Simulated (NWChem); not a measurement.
Everything below was run with NWChem. System: Cl$_{3}$Si, charge 0, spin multiplicity 2, at a geometry optimised with UPBE/def2-SVP. The structure started from a generated list of species. Its SCF solution wasn't tested for a lower state. Level: UM06-2X/def2-TZVP.

Job file:

```
start mol
memory heap 200 mb stack 900 mb global 1100 mb
geometry units angstroms nocenter noautoz
  Cl    -0.979160    -0.152469     1.696388
  Si    -0.000883     0.549734     0.000000
  Cl    -0.979160    -0.152469    -1.696388
  Cl     1.959047    -0.147785     0.000000
  symmetry group Cs
end
basis spherical
  * library def2-tzvp
end
dft
  xc m06-2x
  odft
  mult 2
  semidirect memsize 60000000 filesize 0
  iterations 100
  grid fine
end
task dft energy
```

NWChem printed:

```
             Northwest Computational Chemistry Package (NWChem) 7.3.0
             --------------------------------------------------------

                                NWChem Input Module
                                -------------------

 Scaling coordinates for geometry "geometry" by  1.889725989
 (inverse scale =  0.529177249)

 Turning off AUTOSYM since
 SYMMETRY directive was detected!

                             Geometry "geometry" -> ""
                             -------------------------

 Output coordinates in angstroms (scale by  1.889725989 to convert to a.u.)

  No.       Tag          Charge          X              Y              Z
 ---- ---------------- ---------- -------------- -------------- --------------
    1 Cl                  17.0000    -0.97916000    -0.15246900     1.69638800
    2 Si                  14.0000    -0.00088300     0.54973400     0.00000000
    3 Cl                  17.0000    -0.97916000    -0.15246900    -1.69638800
    4 Cl                  17.0000     1.95904700    -0.14778500     0.00000000

 Effective nuclear repulsion energy (a.u.)     316.8477807961

            Nuclear Dipole moment (a.u.)
            ----------------------------
        X                 Y               Z
 ---------------- ---------------- ----------------
    -0.0000056692    -0.0000283459     0.0000000000

      Symmetry information
      --------------------

 Group name             Cs
 Group number              2
 Group order               2
 No. of unique centers     3

      Symmetry unique atoms

     1    2    4


 Summary of "ao basis" -> "" (spherical)
 ------------------------------------------------------------------------------
       Tag                 Description            Shells   Functions and Types
 ---------------- ------------------------------  ------  ---------------------
 *                         def2-tzvp                  on all atoms

                                 NWChem DFT Module
                                 -----------------

 Summary of "ao basis" -> "ao basis" (spherical)
 ------------------------------------------------------------------------------
       Tag                 Description            Shells   Functions and Types
 ---------------- ------------------------------  ------  ---------------------
 Cl                        def2-tzvp                13       37   5s5p2d1f
 Si                        def2-tzvp                13       37   5s5p2d1f

 Summary of "ao basis" -> "ao basis" (spherical)
 ------------------------------------------------------------------------------
       Tag                 Description            Shells   Functions and Types
 ---------------- ------------------------------  ------  ---------------------
 Cl                        def2-tzvp                13       37   5s5p2d1f
 Si                        def2-tzvp                13       37   5s5p2d1f

      Symmetry analysis of basis
      --------------------------

        a'         87
        a"         61

            General Information
            -------------------
          SCF calculation type: DFT
          Wavefunction type:  spin polarized.
          No. of atoms     :     4
          No. of electrons :    65
           Alpha electrons :    33
            Beta electrons :    32
          Charge           :     0
          Spin multiplicity:     2
          Use of symmetry is: on ; symmetry adaption is: on
          Maximum number of iterations: 100
          AO basis - number of functions:   148
[...]
   129      0.127021  4 Cl px                16     -0.120061  1 Cl py

 Vector   34  Occ=0.000000D+00  E= 1.640760D-02  Symmetry=a'
              MO Center= -2.5D-04,  1.4D-01,  2.5D-14, r^2= 4.8D+00
   Bfn.  Coefficient  Atom+Function         Bfn.  Coefficient  Atom+Function
  ----- ------------  ---------------      ----- ------------  ---------------
    56     -0.796831  2 Si py                41      0.747052  2 Si s
    42      0.448072  2 Si s                129      0.348751  4 Cl px
    40     -0.304279  2 Si s                 20      0.302191  1 Cl pz
    94     -0.302191  3 Cl pz                 5     -0.272893  1 Cl s
    79     -0.272893  3 Cl s                116     -0.272848  4 Cl s

 Vector   35  Occ=0.000000D+00  E= 4.442680D-02  Symmetry=a'
              MO Center= -1.4D-01,  6.9D-01, -1.1D-09, r^2= 4.9D+00
   Bfn.  Coefficient  Atom+Function         Bfn.  Coefficient  Atom+Function
  ----- ------------  ---------------      ----- ------------  ---------------
    55      1.137144  2 Si px               116     -0.531932  4 Cl s
    52      0.307536  2 Si px                 5      0.265957  1 Cl s
    79      0.265957  3 Cl s                 20     -0.247006  1 Cl pz
    94      0.247006  3 Cl pz               129      0.244724  4 Cl px
   130     -0.213274  4 Cl py                18     -0.183659  1 Cl px

   alpha - beta orbital overlaps
   -----------------------------

   alpha      1      2      3      4      5      6      7      8      9     10
    beta      1      2      3      4      5      6      7      8      9     10
 overlap   1.000  1.000  1.000  1.000  1.000  0.987  0.987  0.893  0.893  0.892

   alpha     11     12     13     14     15     16     17     18     19     20
    beta     14     15     16     12     11     13     17     20     18     19
 overlap   0.893  0.892  0.892  1.000  1.000  1.000  1.000  1.000  1.000  1.000

   alpha     21     22     23     24     25     26     27     28     29     30
    beta     21     22     23     24     25     26     27     28     29     30
 overlap   1.000  1.000  1.000  0.986  0.995  0.995  0.980  0.990  0.990  0.993

   alpha     31     32     33     34     35     36     37     38     39     40
    beta     31     32     33     34     35     36     38     39     40     37
 overlap   0.993  1.000  0.953  0.981  0.987  0.987  0.825  0.990  0.990  0.782

   alpha     41     42     43     44     45     46     47     48     49     50
    beta     41     42     45     43     44     46     47     48     49     51
 overlap   0.991  0.991  0.978  0.994  0.994  1.000  1.000  0.991  1.000  0.999

   alpha     51     52     53     54     55     56     57     58     59     60
    beta     52     50     53     54     55     56     57     58     63     62
 overlap   0.999  0.979  0.998  0.998  1.000  0.988  1.000  1.000  0.819  0.819

   alpha     61     62     63     64     65     66     67     68     69     70
    beta     61     59     60     65     64     66     67     68     69     71
 overlap   1.000  0.812  0.812  0.992  0.992  0.999  0.998  0.999  0.999  0.999

   alpha     71     72     73     74     75     76     77     78     79     80
    beta     70     72     73     74     75     76     78     77     79     80
 overlap   0.999  0.953  0.997  0.997  0.929  0.970  0.999  0.999  0.998  0.998

   alpha     81     82     83     84     85     86     87     88     89     90
    beta     81     82     83     84     85     86     87     88     89     90
 overlap   0.998  1.000  0.998  0.998  0.996  0.999  0.999  1.000  1.000  1.000

   alpha     91     92     93     94     95     96     97     98     99    100
    beta     91     92     93     94     95     96     97     98     99    100
 overlap   1.000  1.000  1.000  1.000  1.000  1.000  0.999  0.999  1.000  1.000

   alpha    101    102    103    104    105    106    107    108    109    110
    beta    101    102    103    104    105    106    107    108    109    110
 overlap   1.000  1.000  1.000  0.999  0.999  0.998  0.998  1.000  0.999  0.999

   alpha    111    112    113    114    115    116    117    118    119    120
    beta    111    112    113    114    115    116    117    118    119    120
 overlap   1.000  1.000  1.000  1.000  1.000  1.000  0.998  1.000  1.000  0.998

   alpha    121    122    123    124    125    126    127    128    129    130
    beta    121    122    123    124    125    126    127    128    129    130
 overlap   1.000  1.000  1.000  1.000  1.000  1.000  0.999  0.999  1.000  1.000

   alpha    131    132    133    134    135    136    137    138    139    140
    beta    132    131    133    135    134    136    137    138    139    140
 overlap   1.000  1.000  1.000  1.000  1.000  1.000  0.999  0.999  1.000  1.000

   alpha    141    142    143    144    145    146    147    148
    beta    141    142    143    144    145    146    147    148
 overlap   0.999  0.999  1.000  1.000  1.000  1.000  1.000  1.000

     --------------------------
     Expectation value of S2:
     --------------------------
      <S2> =      0.7528 (Exact =     0.7500)

 center of mass
 --------------
 x =   0.00001022 y =  -0.00641837 z =   0.00000000

 moments of inertia (a.u.)
 ------------------
         757.440025193001          -1.083554554959           0.000000000000
          -1.083554554959        1437.427656667080           0.000000000000
           0.000000000000           0.000000000000         757.428772615821

     Multipole analysis of the density
     ---------------------------------

     L   x y z        total         alpha         beta         nuclear
     -   - - -        -----         -----         ----         -------
     0   0 0 0     -0.000000    -33.000000    -32.000000     65.000000

     1   1 0 0     -0.000569      0.001129     -0.001692     -0.000006
     1   0 1 0      0.361172     -0.700433      1.061633     -0.000028
     1   0 0 1     -0.000000      0.000000     -0.000000      0.000000

     2   2 0 0    -38.260012   -195.454703   -192.203115    349.397806
     2   1 1 0     -0.002947     -0.262028     -0.266991      0.526071
     2   1 0 1     -0.000000     -0.000000     -0.000000      0.000000
     2   0 2 0    -36.427999    -31.015944    -24.669315     19.257259
     2   0 1 1      0.000000      0.000000     -0.000000      0.000000
     2   0 0 2    -38.260001   -195.457448   -192.205829    349.403275

 Task  times  cpu:        8.7s     wall:        8.7s

 Total times  cpu:        8.7s     wall:        8.7s
```
